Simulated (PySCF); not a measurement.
Task: What does the PBE0-D3(BJ)/def2-SVP structure of `F[SiH]1CC1` look like in three dimensions?

Result: 
```xyz
9
C2H5FSi angstrom
F      0.633   -1.850   -1.336
Si     0.188   -1.059    0.011
C     -0.863    0.436   -0.137
C      0.647    0.705    0.199
H      0.109   -2.021    1.129
H     -1.590    0.689    0.643
H     -1.192    0.768   -1.129
H      0.859    1.129    1.187
H      1.223    1.199   -0.592
```

Any rigid rotation of these coordinates is as good. Atoms count from 1 in this order. Si2 (fluorine-bound silicon) has angles from 50.7° to 124.3°. The 3-membered ring Si2–C3–C4 has internal angles of 50.7° to 64.7°.

Bonds between heavy atoms (Å): F1–Si2 1.624, Si2–C3 1.833, C3–C4 1.570, Si2–C4 1.832.

Computed, not measured: PBE0-D3(BJ)/def2-SVP geometry optimisation, gas phase (PySCF 2.14.0).

Point group: Cs (every atom within 0.08 Å of its image). PBE0-D3(BJ)/def2-SVP frequencies: not computed here.

Hardware: Arm Neoverse V1, one thread, on a shared host. Cost: 22 s. This is the geometry optimisation.
